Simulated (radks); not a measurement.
Values are calculated unless marked as measured or tabulated.
Task: The mean radii <r> (bohr) of the occupied orbitals of an atom or ion are listed with their occupations. Level of theory: scalar-relativistic Kohn-Sham, Slater X-alpha with alpha = 0.743, spin-polarised, spherical densities, point nucleus (a radial shooting solver on a logarithmic mesh with Libxc functionals).

| orbital | occ. | <r> |
|---|---|---|
| 1s up | 1 | 0.1308 |
| 1s down | 1 | 0.1308 |
| 2s up | 1 | 0.6969 |
| 2s down | 1 | 0.6951 |
| 2p up | 3 | 0.6847 |
| 2p down | 3 | 0.6801 |
| 3s up | 1 | 2.740 |

Name the element and its charge. Open shells, if any, are filled with parallel spins first.

Result: Z = 12, magnesium, charge +1: Mg+ in [Ne] 3s1. The 1s radius gives Z: for a bare nucleus <r> = (2 gamma + 1)/(2Z) with gamma = sqrt(1 - (Z/c)^2), 0.1247 bohr for Z = 12, and screening makes it slightly larger (0.1308 here). The occupations add up to 11, and the charge is Z minus that.
